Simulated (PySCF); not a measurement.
NTCDA, C14H4O6, SMILES c12c3C(=O)OC(c2ccc2C(=O)OC(=O)c(cc3)c21)=O (GFN2-xTB optimised geometry):

```
24

O     -3.701     1.951     0.000
C     -2.508     1.863     0.000
O     -1.763     3.009     0.000
C     -0.399     3.099     0.000
O      0.107     4.182     0.000
C      0.355     1.827     0.000
C      1.737     1.827     0.000
C      2.443     0.623     0.000
C      1.768    -0.583     0.000
C      0.357    -0.610     0.000
C     -0.355    -1.827     0.000
C     -1.737    -1.827     0.000
C     -2.443    -0.623     0.000
C     -1.768     0.583     0.000
C     -0.357     0.610     0.000
C      0.399    -3.099     0.000
O     -0.107    -4.182     0.000
O      1.763    -3.009     0.000
C      2.508    -1.863     0.000
O      3.701    -1.951     0.000
H      2.257     2.773     0.000
H      3.523     0.614     0.000
H     -2.257    -2.773     0.000
H     -3.523    -0.614     0.000
```

Computed with PBE0/def2-SVP (PySCF).

Problem. What are the frontier orbital energies and the dipole moment?

Solution. HOMO-2 -8.90 eV, HOMO-1 -8.83 eV, HOMO -8.14 eV, LUMO -4.13 eV, LUMO+1 -2.55 eV; dipole moment 0.00 D.

Meta-Löwdin charges at PBE0/def2-SVP: O1 -0.38, C2 0.49, O3 -0.31, C4 0.49, O5 -0.38, C6 -0.04, C7 -0.06, C8 -0.06, C9 -0.04, C10 0.01, C11 -0.04, C12 -0.06, C13 -0.06, C14 -0.04, C15 0.01, C16 0.49, O17 -0.38, O18 -0.31, C19 0.49, O20 -0.38, H21 0.14, H22 0.14, H23 0.14, H24 0.14.
